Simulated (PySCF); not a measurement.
# Atomic charges against the basis set

Compound: CH4N2OSi.
Structure used (PBE0-D3(BJ)/def2-SVP), in Å, numbered top down from 1:
```
atom  x, y, z in Å
N1     2.7175   -0.1466   -0.7862
C2     1.6854   -0.0322   -0.2701
Si3    0.0032    0.1851    0.5149
N4    -0.9140   -1.0783   -0.1707
O5    -0.4749    1.7470    0.2475
H6     0.0830    0.0723    1.9851
H7    -0.7274   -1.4562   -1.0911
H8    -1.8109   -1.3686    0.1984
H9    -0.5043    2.0609   -0.6614
```

PBE0 throughout (PySCF), one geometry, spherical d and f functions. Geometry: PBE0-D3(BJ)/def2-SVP, one conformer, isolated molecule. Atoms taken as equivalent share a column and are averaged. The first 7 of 8 kinds of atom are listed.

Mulliken charges (e):

```json
{"basis": "pcSseg-0", "functions": "57", "N1": "-0.389", "C2": "-0.292", "Si3": "+1.567", "N4": "-1.083", "O5": "-0.813", "H6": "-0.070", "H7/H8": "+0.342"}
{"basis": "6-31G*", "functions": "82", "N1": "-0.271", "C2": "-0.022", "Si3": "+0.804", "N4": "-0.917", "O5": "-0.713", "H6": "-0.069", "H7/H8": "+0.370"}
{"basis": "cc-pVDZ", "functions": "94", "N1": "-0.116", "C2": "-0.184", "Si3": "+0.575", "N4": "-0.294", "O5": "-0.339", "H6": "-0.062", "H7/H8": "+0.123"}
{"basis": "def2-SVP", "functions": "94", "N1": "-0.067", "C2": "-0.285", "Si3": "+0.731", "N4": "-0.407", "O5": "-0.395", "H6": "-0.082", "H7/H8": "+0.153"}
{"basis": "aug-cc-pVDZ", "functions": "155", "N1": "-0.354", "C2": "+0.007", "Si3": "+1.058", "N4": "-0.266", "O5": "-0.744", "H6": "+0.260", "H7/H8": "-0.040"}
{"basis": "6-311+G(2d,p)", "functions": "167", "N1": "-0.231", "C2": "-0.270", "Si3": "+1.290", "N4": "-0.865", "O5": "-0.647", "H6": "-0.052", "H7/H8": "+0.252"}
{"basis": "def2-TZVP", "functions": "185", "N1": "-0.037", "C2": "-0.260", "Si3": "+0.588", "N4": "-0.617", "O5": "-0.504", "H6": "-0.013", "H7/H8": "+0.256"}
{"basis": "cc-pVTZ", "functions": "210", "N1": "-0.062", "C2": "-0.224", "Si3": "+0.474", "N4": "-0.334", "O5": "-0.342", "H6": "-0.029", "H7/H8": "+0.155"}
{"basis": "IGLO-III", "functions": "224", "N1": "-0.312", "C2": "-0.083", "Si3": "+1.141", "N4": "-0.643", "O5": "-0.627", "H6": "-0.142", "H7/H8": "+0.200"}
```

IAO charges (e):

| basis | functions | N1 | C2 | Si3 | N4 | O5 | H6 | H7/H8 |
| --- | --- | --- | --- | --- | --- | --- | --- | --- |
| pcSseg-0 | 57 | -0.183 | -0.183 | +1.118 | -0.803 | -0.734 | -0.100 | +0.269 |
| 6-31G* | 82 | -0.192 | -0.189 | +1.199 | -0.841 | -0.772 | -0.125 | +0.278 |
| cc-pVDZ | 94 | -0.186 | -0.191 | +1.188 | -0.834 | -0.770 | -0.125 | +0.276 |
| def2-SVP | 94 | -0.185 | -0.193 | +1.201 | -0.827 | -0.767 | -0.133 | +0.272 |
| aug-cc-pVDZ | 155 | -0.198 | -0.180 | +1.199 | -0.862 | -0.791 | -0.121 | +0.288 |
| 6-311+G(2d,p) | 167 | -0.199 | -0.187 | +1.232 | -0.873 | -0.799 | -0.130 | +0.289 |
| def2-TZVP | 185 | -0.197 | -0.191 | +1.246 | -0.873 | -0.800 | -0.135 | +0.287 |
| cc-pVTZ | 210 | -0.195 | -0.190 | +1.233 | -0.867 | -0.796 | -0.132 | +0.286 |
| IGLO-III | 224 | -0.199 | -0.189 | +1.242 | -0.875 | -0.802 | -0.133 | +0.289 |

Some averages cover members that differ in this geometry, most widely: H7/H8, Mulliken in aug-cc-pVDZ -0.068 to -0.013 e.

Task: Which scheme is steadiest as the basis changes?

Result: Largest range over the bases for any column: IAO 0.13 e, Mulliken 1.09 e. IAO charges move least and Mulliken charges most, counted in e.

Task: How much do the charges still move between the two largest bases, cc-pVTZ and IGLO-III?

Result: At most, over all atoms: Mulliken 0.667 e, IAO 0.009 e.

Task: What do the same runs give for the total energy, the frontier levels and the dipole moment?

Result: 
```csv
basis,energy (Eh),HOMO (eV),LUMO (eV),μ (D)
pcSseg-0,-513.5467,-8.09,-0.27,4.13
6-31G*,-514.3900,-8.00,-0.13,4.11
cc-pVDZ,-514.4237,-7.98,-0.21,4.03
def2-SVP,-514.1578,-8.06,-0.27,4.05
aug-cc-pVDZ,-514.4517,-8.32,-0.87,4.00
"6-311+G(2d,p)",-514.5121,-8.36,-0.87,4.07
def2-TZVP,-514.5362,-8.32,-0.66,4.08
cc-pVTZ,-514.5268,-8.24,-0.55,4.05
IGLO-III,-514.5408,-8.33,-0.73,4.08
```

The dipole is fixed by the density alone, so its range of 0.13 D shows that the density itself changes with the basis, not only its division among atoms.
